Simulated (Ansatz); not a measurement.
`C[O][SnH2][NH2]`. Charge 0, multiplicity 1. Sn takes the def2 core potential.

```xyz
11

C     0.846   -1.518    0.654
O     0.427   -1.156   -0.637
Sn   -0.012    0.720   -1.013
N    -1.357    1.243    0.395
H     0.142   -1.193    1.431
H     0.918   -2.609    0.699
H     1.837   -1.109    0.900
H    -0.622    0.642   -2.599
H     1.376    1.685   -0.765
H    -2.329    1.133    0.141
H    -1.227    2.163    0.792
```

(1) What are the harmonic wavenumbers in cm⁻¹ at PBE0-D4/def2-TZVP (Ansatz, finite differences of forces, unscaled)? (Estimate.)

(2) Is this a minimum?

(3) Give the ideal-gas thermochemistry at 298.15 K and 1 bar (rigid rotor, harmonic oscillator; point group C1, symmetry number 1).

(4) Rotational constants (cm⁻¹)?

Results:

(1) The calculation gave: 76, 105, 148, 161, 247, 410, 457, 528, 572, 617, 637, 681, 845, 1119, 1178, 1195, 1473, 1491, 1500, 1566, 1940, 1967, 2981, 3040, 3081, 3565, 3664.

(2) Yes, all 27 modes are real.

(3) Zero-point energy 210.8 kJ/mol; H(298) − E = 233.2 kJ/mol; entropy 361.4 J/(mol·K), of which translation 172.7, rotation 110.7, vibration 78.0; G(298) − E = 125.5 kJ/mol. Modes under 100 cm⁻¹ are hindered rotations or soft bends, so the harmonic entropy is rough.

(4) 0.2194, 0.09581, 0.07326.
